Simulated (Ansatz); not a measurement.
o-xylylene (C8H8), SMILES c1(ccccc1=C)=C.

Geometry: ωB97X-D3(BJ)/def2-SVP.

Two levels are set side by side: PBE/def2-SVPD (Ansatz, a program for electronic structure) and PBE0/def2-SVPD (Ansatz). Energy differences of separate SCF runs at the same geometry; the states with an electron removed or added have multiplicity 2 and 2. Differences are taken from unrounded values.

| quantity | PBE |
|---|---|
| vertical ionisation energy (eV) | 7.47 |
| vertical electron affinity (eV) | 0.44 |
| vertical singlet–triplet gap (eV) | 1.59 |

### Question
These are the PBE values. What does PBE0 give? (The exact figures need the calculation; the answer reports its results.)

### Answer

| quantity | PBE0 | PBE minus PBE0 |
|---|---|---|
| vertical ionisation energy (eV) | 7.48 | -0.01 |
| vertical electron affinity (eV) | 0.40 | 0.03 |
| vertical singlet–triplet gap (eV) | 1.60 | 0.00 |
